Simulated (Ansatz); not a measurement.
Reaction (cleavage of the Si–B bond): `[SiH3]BS[SiH3]` + `NC=O` → `O=CN[SiH3]` + `BS[SiH3]`

Program: Ansatz. Geometries: PBE0-D4/def2-TZVP. ΔE: electronic, gas phase. CCSD(T)/CBS adds triple-zeta CCSD(T) − MP2 to the extrapolated MP2 energy (def2 sets, frozen cores). This one scheme is used for every species. Functionals use def2-TZVPP. One conformer a species, not always the lowest.

| level | ΔE (eV) |
| --- | --- |
| LDA (SPW92) | -0.45 |
| PBE-D4 | -0.44 |
| B97M-V | -0.56 |
| ωB97M-V | -0.66 |

What does CCSD(T)/CBS give? (Best estimate.)

Computed: -0.65 eV. The listed levels differ from it by 0.20, 0.21, 0.09, -0.01 eV.

Largest T1 diagnostic among the species: 0.016.

In def2-TZVPP, CCSD(T) changes the Hartree–Fock value by +0.14 eV (the triples alone add +0.02 eV) and MP2 by +0.08 eV. Leaving LDA and LC-ωPBE aside and taking each functional with its dispersion term where it has one, the values, not all of them listed here, spread over 0.24 eV, from BHLYP-D4 to PBE-D4. At CCSD(T), def2-SVP lies +0.05 eV from the extrapolated value and def2-TZVPP −0.00 eV.
